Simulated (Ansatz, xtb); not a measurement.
# Relative energy of two conformers of C2H7BO

Structure a is `CCBO`, a singlet and structure b is `CCBO`, a singlet. Both are isolated molecules in the gas phase, relaxed with PBE0-D3(BJ)/def2-SVP.

a (Å):

```xyz
11

C     0.6080   -0.2422   -0.4780
C    -0.5899   -1.0707   -0.9381
B    -1.9773   -0.5901   -0.3676
O    -3.1197   -0.5730   -1.0903
H     1.5636   -0.6665   -0.8229
H     0.5542    0.7911   -0.8561
H     0.6495   -0.1808    0.6206
H    -0.6081   -1.1540   -2.0409
H    -2.0954   -0.2322    0.7868
H    -0.4726   -2.1101   -0.5695
H    -2.9874   -0.8547   -2.0028
```

b (Å):

```xyz
11

C     0.0413   -1.1849    1.0673
C     0.5201   -0.6927   -0.2918
B    -0.0024    0.7083   -0.7603
O    -0.8383    1.4126    0.0382
H    -1.0563   -1.2636    1.1001
H     0.4536   -2.1741    1.3202
H     0.3307   -0.4887    1.8695
H     1.6260   -0.6523   -0.3357
H     0.2623   -1.4138   -1.0919
H     0.3309    1.1785   -1.8348
H    -1.0988    2.2568   -0.3420
```

Task: Estimate which is lower in electronic energy at CCSD(T)/def2-SVP + ΔMP2/def2-TZVPP, and by roughly how much.

Result: The CCSD(T)/def2-SVP + ΔMP2/def2-TZVPP calculation puts structure b lower, by 1.20 kcal/mol.

Level by level:

```json
{"level": "PBE0-D3(BJ)/def2-SVP", "geometry": "PBE0-D3(BJ)/def2-SVP", "E(b) − E(a) (kcal/mol)": "−1.45", "departure from the last row (kcal/mol)": "−0.24", "job, with rough time for the two": "optimisation, 28 s"}
{"level": "HF/def2-SVP", "geometry": "PBE0-D3(BJ)/def2-SVP", "E(b) − E(a) (kcal/mol)": "−1.44", "departure from the last row (kcal/mol)": "−0.23", "job, with rough time for the two": "part of the CCSD(T) run"}
{"level": "MP2/def2-SVP", "geometry": "PBE0-D3(BJ)/def2-SVP", "E(b) − E(a) (kcal/mol)": "−1.57", "departure from the last row (kcal/mol)": "−0.37", "job, with rough time for the two": "part of the CCSD(T) run"}
{"level": "CCSD(T)/def2-SVP", "geometry": "PBE0-D3(BJ)/def2-SVP", "E(b) − E(a) (kcal/mol)": "−1.46", "departure from the last row (kcal/mol)": "−0.26", "job, with rough time for the two": "single point"}
{"level": "CCSD(T)/def2-SVP + ΔMP2/def2-TZVPP", "geometry": "PBE0-D3(BJ)/def2-SVP", "E(b) − E(a) (kcal/mol)": "−1.20", "departure from the last row (kcal/mol)": "", "job, with rough time for the two": "single point, 14 s"}
```

The levels shown agree on the order. The largest departure from CCSD(T)/def2-SVP + ΔMP2/def2-TZVPP is that of MP2/def2-SVP, 0.37 kcal/mol. Levels run at GFN2-xTB geometries aren't shown. The last row adds to CCSD(T) the change of the MP2 difference between the two basis sets, here +0.26 kcal/mol.

With harmonic frequencies from PBE0-D3(BJ)/def2-SVP (ideal gas, rigid rotor, one conformer each, 298.15 K, 1 atm): the zero-point term adds +0.02 kcal/mol; ΔH is −1.21 and ΔG −1.06 kcal/mol.

The correlated steps freeze 4 core orbitals. Mirror images aren't counted in ΔG. Codes used: Ansatz 0.2.0; the last row on 2 threads of Arm Neoverse V2 on a shared host.
